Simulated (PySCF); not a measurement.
## Assignment exercise: C₅H₁₁N₃Si

Atom-mapped SMILES (the numbers label the heavy atoms): `[NH2:1][SiH:2]([NH2:3])[CH2:4][n:5]1[cH:6][cH:7][cH:8][cH:9]1` (H(Xn): hydrogen on atom n).

[PySCF 2.14.0 with density-fitted response routines: GFN2-xTB geometry; shielding tensors at PBE0/pcSseg-1 (GIAO); non-relativistic; fast rotation and ring inversion assumed for equivalent nuclei; no solvent; single conformer]

Referencing at the same level of theory: ¹³C, ¹H vs TMS.

Q: Assign these signals to the numbered atoms. ¹³C{¹H} NMR (computed): δ 122.2 (CH), 114.7 (CH), 40.5 (CH2).

A: 
| δ (ppm) | atoms | environment | reason |
| --- | --- | --- | --- |
| 122.2 | C6/C9 | aromatic CH next to a ring nitrogen | – |
| 114.7 | C7/C8 | aromatic CH | – |
| 40.5 | C4 | sp3 CH2 bonded to N and Si | the inductive effect lowers its shielding |

Q: Assign these signals to the numbered atoms. ¹H NMR (400 MHz, computed): δ 6.54 (m, 2H), 6.38 (m, 2H), 5.02 (t, 1H), 3.48 (d, 2H), 0.55 (br s, 4H).

A: 
6.54 → H(C6)/H(C9), hydrogen on an aromatic CH next to a ring nitrogen: aromatic region
6.38 → H(C7)/H(C8), hydrogen on an aromatic CH: aromatic region
5.02 → H(Si2), hydrogen on a silicon bonded to C, 2 N
3.48 → H(C4), hydrogen on an sp3 CH2 bonded to N and Si: its carbon carries N, an electronegative neighbour
0.55 → H(N1)/H(N3), hydrogen on a nitrogen bonded to Si: exchangeable; this is the value without hydrogen bonding to other molecules

Exchangeable OH/NH protons stand at their gas-phase positions; hydrogen bonding in a real sample shifts them, mostly to higher δ. Shifts are as computed. Against solution values, carbons near 30 ppm lie about +3 ppm off and those near 130 ppm about +5 ppm. Of 1309 compounds with measured shifts, 239 miss one by over three times the rms of a fit or turn the order of signals round; such compounds aren't used in these exercises. No couplings were computed; multiplicities are counted from neighbouring protons, with m where these are inequivalent, close in shift, in a saturated or five-membered ring or joined by F or P, and br s for small geminal =CH2 splittings.
